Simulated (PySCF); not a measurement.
PySCF 2.14 output of an unrestricted wB97M-V calculation on a single atom or ion in aug-cc-pVQZ-PP with ECP28MDF (7s7p5d3f2g, 92 functions), with scalar relativity through the core potential:

```
SCF conv_tol = 1e-09
number electrons alpha = 11  beta = 9
    N. Mardirossian and M. Head-Gordon.,  J. Chem. Phys. 144, 214110 (2016)
cycle= 1 E= -212.445748226982  delta_E= -0.00481  |g|= 0.0165  |ddm|= 0.861
cycle= 2 E= -212.445891259377  delta_E= -0.000143  |g|= 0.00585  |ddm|= 0.137
cycle= 3 E= -212.445881401886  delta_E= 9.86e-06  |g|= 0.00308  |ddm|= 0.0314
cycle= 4 E= -212.445871327175  delta_E= 1.01e-05  |g|= 0.000236  |ddm|= 0.0107
cycle= 5 E= -212.445871351029  delta_E= -2.39e-08  |g|= 8.24e-05  |ddm|= 0.00107
cycle= 6 E= -212.445871353896  delta_E= -2.87e-09  |g|= 4.55e-06  |ddm|= 0.000434
cycle= 7 E= -212.445871353921  delta_E= -2.53e-11  |g|= 4.82e-07  |ddm|= 2.54e-05
converged SCF energy = -212.445871353921  <S^2> = 2.0025955  2S+1 = 3.0017298
```

The run itself started from symmetry-adapted Hartree-Fock orbitals and held the occupation by maximum overlap, on a logarithmic radial grid, so the iterations belong to that start.

Q: Which element, charge and spin multiplicity is this?

A: Sn²⁺ (tin, charge +2), multiplicity 3; the state was [Kr] 4d9 5s2 5p1, one real determinant (an excited configuration).

⟨L²⟩ = 8.01 against 12 for a pure F term, so this real determinant mixes terms. Energies and moments cover only the electrons outside the core potential.
